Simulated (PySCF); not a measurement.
AlGeH$_{4}$NO, BGeH$_{6}$N$_{2}$, AlGeH$_{3}$NO, GeH$_{2}$O$_{2}$Si and others (calculated)

Calculation on a computer-drawn molecule: optimised geometry and harmonic frequencies of an isolated molecule of the commonest isotopes, restricted reference for singlets and unrestricted otherwise, frozen core in MP2; on germanium a core potential holds 10 electrons, which the energies leave out, and 3d is frozen in MP2 and coupled-cluster steps. Program: PySCF 2.14.0.

Common to all runs: basis and core potential on germanium cc-pVDZ-PP ECP10MDF.

(1) AlGeH$_{4}$NO

Start structure:
```xyz
8
AlGeH4NO
N      0.9037    -0.4246     1.8607
Ge     1.0504     1.3475     1.9215
Al    -0.7856     1.2641     0.1717
O     -1.5434     2.4634    -0.7221
H      1.4563    -1.0999     2.3783
H      0.2968    -0.8735     1.2652
H     -1.1804    -0.2668    -0.1643
H     -2.0040     3.0062    -1.2476
```

* charge: 0
* multiplicity: 1
* method: HF
* basis: cc-pV(D+d)Z
* rotational constants: 8.798, 1.592, 1.348 GHz
* total energy: -666.9959 hartree
* convergence status largest gradient component: 1.89e-05 hartree/bohr

Drawn bonds:
```tsv
atom	other atom	order
1	2	1
2	3	1
3	4	1
1	5	1
1	6	1
3	7	1
4	8	1
```

Optimised structure:
```xyz
8
AlGeH4NO
N      1.0205    -0.5250     1.9693
Ge     1.0041     1.2923     1.8381
Al    -0.8657     1.2770     0.0225
O     -1.4353     2.7430    -0.6189
H      1.6428    -0.9919     2.6036
H      0.4583    -1.1852     1.4649
H     -1.5297    -0.0637    -0.5415
H     -2.1012     2.8700    -1.2746
```

Modes:
```tsv
frequency (cm⁻¹)	reduced mass (dalton)
39.45	4.475
88.23	4.298
189.3	7.221
319.5	7.097
342.9	1.102
484.6	1.182
500.5	1.166
566.9	1.093
571.5	1.106
719.5	5.649
730.9	1.352
836.7	1.197
874.3	4.802
1699	1.112
1901	1.043
3756	1.049
3858	1.099
4210	1.068
```

(2) BGeH$_{6}$N$_{2}$

Start structure:
```xyz
10
BGeH6N2
N     -1.4282     0.9216     0.0673
B     -1.5602     0.0795    -0.9847
Ge    -0.1509    -1.1258    -1.7404
N      1.4648    -0.9335    -0.8469
H     -2.0800     1.4782     0.4069
H     -0.5254     0.9498     0.5864
H     -0.3499    -2.6179    -1.4900
H      0.0957    -1.0818    -3.2332
H      2.1979    -1.6154    -1.1025
H      1.8397     0.0567    -0.9726
```

- charge: 0
- multiplicity: 2
- method: HF
- basis: cc-pVDZ
- rotational constants: 8.264, 3.028, 2.301 GHz
- total energy: -430.4488 hartree
- spin squared: 0.7599
- convergence status largest gradient component: 8.387e-06 hartree/bohr

Drawn bonds:
```tsv
atom	other atom	order
1	2	1
2	3	1
3	4	1
1	5	1
1	6	1
3	7	1
3	8	1
4	9	1
4	10	1
```

Optimised structure:
```xyz
10
BGeH6N2
N     -1.3914     0.8848     0.0852
B     -1.5577     0.1130    -1.0435
Ge    -0.1040    -1.1760    -1.7699
N      1.4771    -0.8265    -0.8421
H     -2.0960     1.4933     0.4514
H     -0.5505     0.8604     0.6324
H     -0.4456    -2.6413    -1.4608
H      0.0840    -1.0594    -3.2957
H      2.1605    -1.5611    -0.9278
H      1.9271     0.0243    -1.1389
```

Modes:
```tsv
frequency (cm⁻¹)	reduced mass (dalton)
93.43	3.599
130.4	2.762
186.1	1.116
322.6	3.927
428.6	1.082
544.6	4.389
585.5	1.133
624.6	1.283
656.3	3.569
688.5	1.337
750.3	1.116
843.1	1.102
956	1.03
990.7	1.131
1041	1.433
1406	4.259
1703	1.093
1731	1.238
2166	1.022
2204	1.018
3715	1.051
3760	1.051
3800	1.093
3871	1.096
```

(3) AlGeH$_{3}$NO

Start structure:
```xyz
7
AlGeH3NO
O      3.8589    -0.4093    -0.3880
Al     2.3124    -0.5442    -0.4584
N      0.5388    -0.6205    -0.5801
Ge    -0.9162    -0.3968     0.2781
H      4.8221    -0.3434    -0.2811
H     -2.1289    -0.6828    -0.6488
H     -1.1483     0.1426     1.6597
```

- charge: 1
- multiplicity: 1
- method: HF
- basis: cc-pV(D+d)Z
- rotational constants: 148.9, 1.06, 1.053 GHz
- total energy: -666.1580 hartree
- convergence status largest gradient component: 3.593e-05 hartree/bohr

Drawn bonds:
```tsv
atom	other atom	order
1	2	1
2	3	2
3	4	1
1	5	1
4	6	1
4	7	1
```

Optimised structure:
```xyz
7
AlGeH3NO
O      3.9112    -0.4674    -0.5024
Al     2.3309    -0.4347    -0.2586
N      0.6990    -0.4012    -0.0061
Ge    -0.9677    -0.3658     0.2524
H      4.8399    -0.4861    -0.6478
H     -1.9342    -0.7709    -0.8397
H     -1.5404     0.0717     1.5835
```

Modes:
```tsv
frequency (cm⁻¹)	reduced mass (dalton)
67.87	6.255
85.61	8.984
199.1	2.192
221.5	1.956
225.6	1.838
248	2.132
449.5	16.06
667	1.15
719	1.08
953.9	1.034
1067	10.69
1396	14.66
2325	1.014
2331	1.027
4266	1.073
```

(4) GeH$_{2}$O$_{2}$Si

Start structure:
```xyz
6
GeH2O2Si
O     -0.1115     0.3699    -2.6142
Ge    -0.1906    -0.1780    -1.0917
O     -0.9937    -1.7078    -0.7216
Si     0.6217     0.5385     1.1007
H     -1.3729    -2.1489    -1.4725
H     -0.6838     1.2632     1.3322
```

- charge: 0
- multiplicity: 1
- method: MP2
- basis: cc-pV(D+d)Z
- rotational constants: 6.733, 2.665, 1.942 GHz
- total energy: -733.6906 hartree
- convergence status largest gradient component: 4.287e-05 hartree/bohr

Drawn bonds:
```tsv
atom	other atom	order
1	2	2
2	3	1
2	4	1
3	5	1
4	6	1
```

Optimised structure:
```xyz
6
GeH2O2Si
O     -0.1055     0.3972    -2.6776
Ge    -0.1812    -0.1537    -1.1068
O     -0.9831    -1.7160    -0.6600
Si     0.6158     0.5016     1.1188
H     -1.3769    -2.1283    -1.4485
H     -0.6998     1.2360     1.3069
```

Modes:
```tsv
frequency (cm⁻¹)	reduced mass (dalton)
62.4	10.05
146.4	4.951
184.8	1.207
219.6	8.06
329.8	11.86
385.8	1.14
639.4	1.116
687	12.67
874.1	1.123
973.7	17.91
2127	1.042
3797	1.066
```

(5) CH$_{5}$GeSi

Start structure:
```xyz
8
CH5GeSi
C      0.1368    -0.5337     0.7894
Si    -0.6196     0.8388     0.0755
Ge    -1.9460     1.9172     1.8702
H     -0.0863    -0.8015     1.8712
H      0.7476    -1.2791     0.3003
H     -0.7601     1.7808    -1.0531
H     -2.2065     1.4237     3.3642
H     -2.8234     3.2573     1.9352
```

- charge: 1
- multiplicity: 1
- method: HF
- basis: cc-pV(D+d)Z
- rotational constants: 17.14, 2.591, 2.251 GHz
- total energy: -622.7576 hartree
- convergence status largest gradient component: 3.147e-05 hartree/bohr

Drawn bonds:
```tsv
atom	other atom	order
1	2	2
2	3	1
1	4	1
1	5	1
2	6	1
3	7	1
3	8	1
```

Optimised structure:
```xyz
8
CH5GeSi
C      0.0154    -0.4497     0.8517
Si    -0.7091     0.9784     0.2290
Ge    -1.9685     1.9279     1.9217
H     -0.1471    -0.7715     1.8748
H      0.6639    -1.0978     0.2698
H     -0.6206     1.5774    -1.0988
H     -2.0064     1.2372     3.2707
H     -2.7851     3.2017     1.8340
```

Modes:
```tsv
frequency (cm⁻¹)	reduced mass (dalton)
133.5	1.25
158.6	3.054
356.1	1.059
392.2	7.558
472	1.123
567.5	1.066
680.9	1.084
738.2	1.033
836.8	1.308
950.8	1.137
974.8	3.011
979.1	1.245
1514	1.174
2309	1.016
2329	1.026
2439	1.045
3304	1.058
3403	1.114
```

(6) ClGe$_{2}$H$_{3}$O

Start structure:
```xyz
7
ClGe2H3O
Cl    -1.0973    -2.3189     0.2437
Ge     0.2378    -0.7760     0.1034
O     -0.5153     0.4549    -0.9629
Ge    -1.4062     1.8865    -1.3735
H      1.4798    -1.1560    -0.6540
H      0.4666    -0.1674     1.4608
H     -1.4068     2.6650     0.1397
```

- charge: 0
- multiplicity: 1
- method: HF
- basis: cc-pV(D+d)Z
- rotational constants: —

Drawn bonds:
```tsv
atom	other atom	order
1	2	1
2	3	1
3	4	1
2	5	1
2	6	1
4	7	1
```

## Withheld values
1. What rotational constants does the calculation give for ClGe$_{2}$H$_{3}$O (entry 6)?
2. Give the table of modes values for ClGe$_{2}$H$_{3}$O (entry 6).

Answers
1. 4.329, 0.8899, 0.7592 GHz
2. 
Modes:
```tsv
frequency (cm⁻¹)	reduced mass (dalton)
41.55	9.597
102.4	4.36
172.3	1.542
261.4	4.09
416.7	20.1
460.7	7.201
598.7	1.222
720.9	1.068
838.3	1.606
865.4	1.115
915.1	1.286
967.7	1.684
1925	1.022
2284	1.022
2303	1.018
```

Further results for ClGe$_{2}$H$_{3}$O (entry 6):

* total energy: -1122.9343 hartree
* convergence status largest gradient component: 6.298e-06 hartree/bohr

Optimised structure:
```xyz
7
ClGe2H3O
Cl    -1.3917    -1.9082     0.3359
Ge     0.3203    -0.6089     0.0135
O     -0.1507     0.6124    -1.1551
Ge    -1.3178     1.9675    -1.2731
H      1.4233    -1.4595    -0.5877
H      0.6430     0.0240     1.3581
H     -1.7679     1.9609     0.2657
```
